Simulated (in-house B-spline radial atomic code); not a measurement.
Results of a calculation; reference values are marked as such.
Correlation energy from the adiabatic connection: ω²r²/2 − Z/r, ω = 0.0446, Z = 0.3

Two electrons in a singlet, external potential ω²r²/2 − Z/r, ω = 0.0446, Z = 0.3 (atomic units). Full CI in B-splines (partial waves to l = 8, correlation up to 0.6 % small) with the density held fixed gives W(λ) = <V_ee>_λ − U, and E_c is the integral of W(λ) − W(0) from 0 to 1.

| λ | W(λ) − W(0) (hartree) |
| --- | --- |
| 0 | 0.00000 |
| 0.02 | -0.00183 |
| 0.05 | -0.00439 |
| 0.12 | -0.00962 |
| 0.25 | -0.01724 |
| 0.4 | -0.02373 |
| 0.6 | -0.02999 |
| 0.8 | -0.03454 |
| 1 | -0.03802 |

**Question.** Integrate the table by the trapezoid rule.

**Answer.** The strips give -0.00002, -0.00009, -0.00049, -0.00175, -0.00307, -0.00537, -0.00645, -0.00726, which sum to -0.02450 hartree. The direct value, W(1) − W(0) + T_c with T_c = 0.01339, is -0.02463; the curve is convex, so chords lie above it and the trapezoids fall short in size by 0.52 %.

**Question.** Now use only three numbers: W(0) = -0.16828, the initial slope W'(0) = -0.0938 (extrapolated from the first points) and the strong-coupling limit of the point-charge-plus-continuum model, W∞ = -0.23178. What do second-order theory and the interpolation W(λ) = W∞ + (W(0) − W∞)/√(1 + 2χλ) of Seidl, Perdew and Levy give?

**Answer.** Second order keeps the slope alone: E_c = W'(0)/2 = -0.04690, +90 % in size against -0.02463. Matching the slope fixes χ = W'(0)/(W∞ − W(0)) = -0.0938/(-0.06350) = 1.47717. Integrating, with s = √(1 + 2χ) = 1.988550, E_c = −(W(0) − W∞)(s − 1)/(s + 1) = −0.06350 × 0.988550/2.988550 = -0.02100 hartree, -14.7 % in size against the full result. At λ = 1 the formula gives W − W(0) = -0.03157 against -0.03802. Part of the miss can come from the model's W∞.
